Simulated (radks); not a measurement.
Spherical jellium clusters: N electrons in a uniform positive sphere of charge N and radius rs N^(1/3), rs = 2.73 bohr. Method: non-relativistic Kohn-Sham, PBE, spin-polarised, spherical densities; computed with a radial shooting solver with Libxc functionals. Levels are named by radial order and angular momentum (1s, 1p, 1d, 2s, ...), and open shells are averaged over m.

N = 21, configuration 1s2 1p6 1d10 2s2 1f(up 1, down 0). This is the lowest configuration that the search found. Occupied and some empty levels:

level,occupation,eigenvalue (eV),<r> (bohr)
1s up,1,-8.1387,4.702
1s down,1,-8.1030,4.642
1p up,3,-6.5455,5.628
1p down,3,-6.4682,5.580
1d up,5,-4.5796,6.349
1d down,5,-4.4691,6.317
2s up,1,-3.7509,5.583
2s down,1,-3.6756,5.601
1f up,1,-2.3677,7.094
1f down,0,-2.2362,7.085
2p up,0,-1.6118,7.580
2p down,0,-1.5391,7.594
1g up,0,-0.097196,8.406

Energy (eV): total -30.6355, kinetic 70.860, external -1860.3, Hartree 907.41, exchange-correlation -104.59, background 955.96.
